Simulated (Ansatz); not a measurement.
V(H2O)2OCl2 (VCl2O3H4). Charge 0, multiplicity 2. Geometry PBE0-D4/def2-SVP, basis def2-TZVP, Ansatz.

```xyz
10

V     0.185    0.062    0.048
O    -0.707    1.759   -0.688
H    -0.375    2.134   -1.514
H    -0.913    2.453   -0.049
O     0.203   -1.927    0.558
H     0.285   -2.163    1.491
H     0.734   -2.514    0.003
O     1.605    0.537    0.414
Cl    0.173   -0.688   -2.100
Cl   -1.191    0.348    1.836
```

| run | HOMO (eV) | LUMO (eV) |
| --- | --- | --- |
| A | -9.48 | 0.55 |
| B | -7.02 | -1.59 |
| C | -4.56 | -2.66 |
| D | -5.26 | -2.66 |

No other spin state of charge 0 was run.

HOMO and LUMO are taken over both spins.

Q: The runs used PBE0, r2SCAN, revPBE, ωB97M-V. Estimate which is which.

A: A ωB97M-V (range-separated); B PBE0 (25 % exact exchange); C revPBE (0 % exact exchange); D r2SCAN (0 % exact exchange). Exact exchange lowers occupied and raises empty levels; among semilocal functionals meta-GGAs tend to open the gap a little, and such runs are hard to tell apart. The gap grows from 1.90 eV (revPBE) to 10.03 eV (ωB97M-V).
